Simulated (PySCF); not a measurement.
A GIAO shielding run with PySCF (density fitting, non-relativistic, gas phase) on SMILES [C@@H]1(CC=C)C[SiH2]S1, C5H10SSi:

```
$ OMP_NUM_THREADS=1 python probes_run.py task.json out

{"job": {"kind": "nmr", "xc": "PBE0", "basis": "pcSseg-1"}, "charge": 0, "multiplicity": 1}
C      2.416167     1.077169    -0.680594
C      1.923270    -0.085874    -0.298253
C      0.854584    -0.253819     0.734244
C     -0.367056    -0.946928     0.144936
C     -1.113875    -0.097042    -0.893822
Si    -2.693775     0.170298     0.130077
S     -1.665872    -1.183591     1.447043
H      3.186372     1.154607    -1.429258
H      2.078445     2.006042    -0.249395
H      2.279466    -1.004951    -0.745976
H      1.235501    -0.862096     1.559828
H      0.558197     0.717556     1.136068
H     -0.094175    -1.934794    -0.229875
H     -1.273733    -0.649113    -1.818867
H     -0.552068     0.800216    -1.149026
H     -3.922507    -0.392681    -0.408615
H     -2.855938     1.497030     0.710564
```

Hardware: 1 thread of an Arm Neoverse N1, shared host. The job also computes population analyses, field gradients, ring-centre shieldings.

Problem. How large is the calculation?

Solution. 70 electrons, 183 basis functions and 993 auxiliary functions.

Problem. How long does it take, and how much memory does it need?

Solution. 52 s of wall time, with 12 SCF cycles and 5 response iterations; peak memory 0.83 GiB. Times on a shared host scatter by some tens of per cent.
